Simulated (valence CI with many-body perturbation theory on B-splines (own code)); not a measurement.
# Sensitivity of CI+MBPT for Ta LXVIII

Calculated by valence CI with perturbative core correlation (CI+MBPT): four valence electrons over a frozen Dirac-Fock core [He], radial functions for each j: 6 s, 6 p, 5 d, 3 f, 1 g, with the one-electron correlation potential Σ1, the two-electron term Σ2, the three-electron term Σ3, Breit, model QED; selected CI, second order for the rest, scaled by the run's own slope (own B-spline code, finite nucleus).

No measured spectrum was set against this ion. As an estimate, large intervals hold to a few tenths of a per cent, small ones and those within an open d or f shell to about a per cent.

The reference run has the lowest level (2s^2 2p1/2^2) J=0 and an ionisation energy of 17845.3 eV. Its largest variational space holds 8901 state functions.

Levels are named by their leading jj configuration (3d3/2^4 stands for four electrons in 3d with j = 3/2), which in mixed levels can hold well under half, so a name can repeat and another be missing. Letters in brackets count levels of one name in rising energy.

```
                     Level  Reference (cm⁻¹)  Shift (cm⁻¹)
    (2s^2 2p1/2 2p3/2) J=1          10687000           +38
    (2s^2 2p1/2 2p3/2) J=2          10833900           +38
    (2s 2p1/2^2 2p3/2) J=2          13069900           -56
    (2s 2p1/2^2 2p3/2) J=1          13768600           -56
        (2s^2 2p3/2^2) J=2          21708800           +75
        (2s^2 2p3/2^2) J=0          22206900           +75
(2s 2p1/2 2p3/2^2) J=2 [a]          23528800           -18
    (2s 2p1/2 2p3/2^2) J=3          23885900           -18
    (2s 2p1/2 2p3/2^2) J=0          24381100           -18
(2s 2p1/2 2p3/2^2) J=1 [a]          24561800           -18
(2s 2p1/2 2p3/2^2) J=2 [b]          24636700           -18
(2s 2p1/2 2p3/2^2) J=1 [b]          24671400           -18
```

The ionisation energy moves by +0.012 eV.

(1) Which of these changes was made?
A. scale of Σ1 1 → 1.1
B. Davidson tolerance 2e-05 → 0.03
C. natural orbitals for correlation on → off
D. highest l in the core sums 6 → 3

Answers

(1) D. highest l in the core sums 6 → 3.
